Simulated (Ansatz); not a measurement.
`NB(O)[TeH]` + CH₃NH₂ → `CNB(N)O` + H₂Te  (ligand exchange at a B–Te bond)

Program: Ansatz. Geometries: PBE0-D4/def2-TZVP. ΔE: electronic, gas phase. CBS: MP2 limit from def2 TZ/QZ plus the TZ coupled-cluster correction, frozen cores. Functionals use def2-TZVPP. B3LYP here is the variant with VWN-RPA as its local correlation; programs differ in this. def2 core potentials past Kr. For Te outer-core shells are correlated without core-valence functions, which leaves a few kJ/mol of doubt a bond. One conformer a species, not always the lowest.

Is it downhill or uphill in electronic energy at CCSD(T)/CBS, and by how much? (An estimate is asked.)

The calculation gave: Downhill: ΔE = -0.45 eV.

What do these levels give: PBE-D4, r2SCAN-D4, PBE0-D4, ωB97M-V, r2SCAN, B3LYP, HF/def2-TZVPP, MP2/def2-TZVPP, SCS-MP2/def2-TZVPP, HF/def2-QZVPP, SCS-MP2/def2-QZVPP, HF/CBS(def2)? (Best estimate.)

The calculation gave: PBE-D4 -0.43, r2SCAN-D4 -0.50, PBE0-D4 -0.47, ωB97M-V -0.53, r2SCAN -0.49, B3LYP -0.53, HF/def2-TZVPP -0.60, MP2/def2-TZVPP -0.43, SCS-MP2/def2-TZVPP -0.46, HF/def2-QZVPP -0.60, SCS-MP2/def2-QZVPP -0.44, HF/CBS(def2) -0.60 eV.

Largest T1 diagnostic among the species: 0.011.

From PBE to PBE0 (25 % exact exchange), in def2-TZVPP and without D4, ΔE moves by −0.04 eV. In def2-TZVPP, CCSD(T) changes the Hartree–Fock value by +0.10 eV (the triples alone add +0.03 eV) and MP2 by +0.17 eV.
